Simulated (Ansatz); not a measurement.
`OC1=CN1` and `[SiH3]C1=CN1` differ in one atom or group.

Ansatz, PBE0-D4/def2-TZVP geometries, multiplicity 1. Each molecule was computed in one conformer, which needn't be the lowest.

| property | `OC1=CN1` |
| --- | --- |
| HOMO–LUMO gap (B3LYP/def2-TZVPP) / eV | 5.84 |
| LUMO energy (PBE/def2-TZVPP) / eV | -0.40 |
| LUMO energy (ωB97M-V/def2-TZVPP) / eV | 2.04 |
| size of the dipole moment (PBE/def2-TZVPP) / D | 1.46 |
| HOMO–LUMO gap (ωB97M-V/def2-TZVPP) / eV | 10.20 |
| LUMO energy (B3LYP/def2-TZVPP) / eV | 0.17 |

(1) What does the change do to each property? (Estimate.)

## Answers

(1) Ansatz gave: 
```
                                      property  `[SiH3]C1=CN1`  shift
         HOMO–LUMO gap (B3LYP/def2-TZVPP) / eV            4.95  -0.89
             LUMO energy (PBE/def2-TZVPP) / eV           -1.80  -1.40
         LUMO energy (ωB97M-V/def2-TZVPP) / eV            1.29  -0.75
size of the dipole moment (PBE/def2-TZVPP) / D            1.71   0.25
       HOMO–LUMO gap (ωB97M-V/def2-TZVPP) / eV            9.77  -0.43
           LUMO energy (B3LYP/def2-TZVPP) / eV           -1.03  -1.20
```

With PBE0 the HOMO falls by 0.34 eV and the LUMO falls by 1.38 eV, so the gap narrows by about 1.04 eV. PBE moves the HOMO by -0.36 eV and ωB97M-V by -0.32 eV. The zero-point energy changes by 28.1 kJ/mol with +6 modes. Dipoles are sizes alone; their direction can turn.

B3LYP here is the variant with VWN-RPA as its local correlation; programs differ in this.
